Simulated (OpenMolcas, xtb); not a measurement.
# GeSiH5Cl (SMILES Cl[SiH2][GeH3]): the vertical energy of the triplet above the singlet, rung by rung

The species is GeSiH5Cl (8 atoms), meant as a singlet with charge 0. As SMILES, `Cl[SiH2][GeH3]`. The shape is that of a PBE0-D4/def2-TZVP optimisation.

Quantity: the vertical energy of the triplet above the singlet, in eV. The values are calculated.

| level | kind | program | value (eV) | less CCSD(T)/cc-pVDZ | CPU time (all runs) |
| --- | --- | --- | --- | --- | --- |
| GFN1-xTB | semi-empirical | xtb | 4.36 | -1.91 | under 2 s |
| HF/cc-pVDZ | Hartree–Fock | OpenMolcas | 6.36 | +0.09 | 34 s |
| SVWN5/cc-pVDZ | LDA | OpenMolcas | 5.54 | -0.73 | 1.8 min |
| PBE/cc-pVDZ | GGA | OpenMolcas | 5.51 | -0.76 | 2.4 min |
| TPSS/cc-pVDZ | meta-GGA | OpenMolcas | 5.68 | -0.59 | 3.5 min |
| B3LYP/cc-pVDZ | global hybrid | OpenMolcas | 5.89 | -0.38 | 2.1 min |
| PBE0/cc-pVDZ | global hybrid | OpenMolcas | 5.84 | -0.43 | 2.1 min |
| CCSD(T)/cc-pVDZ, open shells restricted | coupled cluster or CI | OpenMolcas | 6.27 | 0.00 | 3 min |

Differences are taken from CCSD(T)/cc-pVDZ, open shells restricted for orientation; it has basis-set and higher-order errors of its own. All-electron rows without a relativistic Hamiltonian named are non-relativistic. The values span 4.36 to 6.36 eV. GFN1-xTB: no spin polarisation, so open shells miss the exchange term that lowers them. A triplet this far above the singlet is often a Rydberg-like or dissociative state; sets without diffuse functions put Rydberg states too high. In the correlated wave-function rows the outer d shell of Ge is correlated, in sets not made for it. The upper state's dipole differs much between rows, so they may not all be the same state. CPU times are rough (shared hosts, several kinds of processor and program).
